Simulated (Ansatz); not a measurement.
This geometry of Cl2H2Sn (5 atoms, charge 0, multiplicity 1) is a first-order saddle point.

Theory: RKS PBE/def2-SVP (Ansatz).

```xyz
5
Properties=species:S:1:pos:R:3
Sn -0.298 0.057 0.406
H 0.968 -0.104 1.675
Cl 2.351 0.023 0.499
H -0.598 1.361 -0.716
Cl -0.947 -1.883 -0.820
```

Which two structures does it join? (They come from a converged band through this point; their orientation in space is the band's.)

Bonds broken: Sn1–H2, Sn1–Cl3. Bonds formed: H2–Cl3. Cl2H2Sn becomes ClH + ClHSn.

Initial state:

```xyz
5
Properties=species:S:1:pos:R:3
Sn 0.192 0.041 0.317
H -0.005 -0.076 2.022
Cl 2.513 -0.024 -0.141
H -0.461 1.407 -0.501
Cl -0.763 -1.895 -0.651
```

Final state:

```xyz
5
Properties=species:S:1:pos:R:3
Sn -0.968 0.482 0.154
H 1.729 -0.662 1.922
Cl 1.929 0.232 0.999
H -0.178 1.191 -1.313
Cl -1.035 -1.789 -0.717
```

How far does it lie above each of them?

1.51 eV above the first and 0.78 eV above the second. This is the barrier of this one path; another mechanism may lie lower. The orbitals stay closed-shell, which can raise the energy where a bond breaks towards radicals; this wasn't checked here.

The run took 98 s on 1 thread of Arm Neoverse V1, with other jobs on the host, peak memory 0.12 GiB.
